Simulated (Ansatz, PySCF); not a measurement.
Reaction R1 → P1, each structure at its B3LYP-D3(BJ)/def2-TZVP stationary point, reached from a drawn start; harmonic modes at that level show minima.
R1, C3H4 (SMILES C#CC) (charge 0, multiplicity 1):
```xyz
7

C     -0.9378    -0.0919    -0.1248
C      0.4968     0.0487     0.0661
C      1.6803     0.1646     0.2235
H     -1.1656    -0.9655    -0.7387
H     -1.3529     0.7872    -0.6219
H     -1.4487    -0.2103     0.8329
H      2.7280     0.2672     0.3629
```
P1, C3H4 (SMILES C=C=C) (charge 0, multiplicity 1):
```xyz
7

C      1.30011     0.00845    -0.00037
C      0.00000     0.00000    -0.00001
C     -1.30011    -0.00845     0.00039
H      1.86730    -0.65447    -0.64365
H      1.85896     0.67870     0.64262
H     -1.86752     0.63099    -0.66605
H     -1.85874    -0.65523     0.66717
```

P less R. No zero-point or thermal terms.

Cores are frozen in the correlated methods. CBS: X⁻³ extrapolation of the correlation energy, Hartree–Fock from the larger set.

Programs: Ansatz (a quantum-chemistry and plane-wave program); PySCF for the D3/D4 terms. All values are computed, each at the level named.

PBE/def2-TZVPP gives -3.15 kcal/mol for the reaction energy.

Where do these levels fall relative to PBE: PBE-D3(BJ)/def2-TZVPP, r2SCAN/def2-TZVPP, PBE0/def2-TZVPP, wB97M-V/def2-TZVPP, B2PLYP/def2-TZVPP, MP2/CBS(cc-pVTZ, cc-pVQZ), CCSD(T)/CBS(cc-pVTZ, cc-pVQZ).

PBE-D3(BJ)/def2-TZVPP -0.07; r2SCAN/def2-TZVPP 0.64; PBE0/def2-TZVPP 1.42; wB97M-V/def2-TZVPP 2.84; B2PLYP/def2-TZVPP 3.84; MP2/CBS(cc-pVTZ, cc-pVQZ) 7.84; CCSD(T)/CBS(cc-pVTZ, cc-pVQZ) 4.60 kcal/mol. 6 of 7 lie above PBE; the widest gap is to MP2/CBS(cc-pVTZ, cc-pVQZ).
